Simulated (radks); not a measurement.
Kinetic energies: the exact non-interacting value of the Kohn-Sham orbitals and orbital-free approximations, in hartree. Species: Sb3+ [Kr] 4d10 5s2; Re+ [Xe] 4f14 5d5 6s1; Ar [Ar]. All-electron calculation, non-relativistic Kohn-Sham, PBE, spin-polarised, spherical densities, point nucleus. Program: a radial shooting solver on a logarithmic mesh with Libxc functionals. Every spin shell is full or empty, so the densities are truly spherical. Functionals are evaluated on that one density, not self-consistently.

functional         Sb3+      Re+       Ar
exact           6311.25  15784.0  526.733
Thomas-Fermi     5979.3    15035   489.61
von Weizsacker   2607.1   5715.1   307.82
TF + vW          8586.4    20750   797.43
TF + vW/9        6269.0    15670   523.81
APBEK            6319.2    15786   528.24
revAPBEK         6330.3    15809   529.99
Perdew 92        6269.5    15671   523.88
Thakkar          6275.1    15659   526.24
Pearson          6253.9    15644   519.26
PG1              7256.2    17788   650.37
Ernzerhof        6286.3    15704   526.78
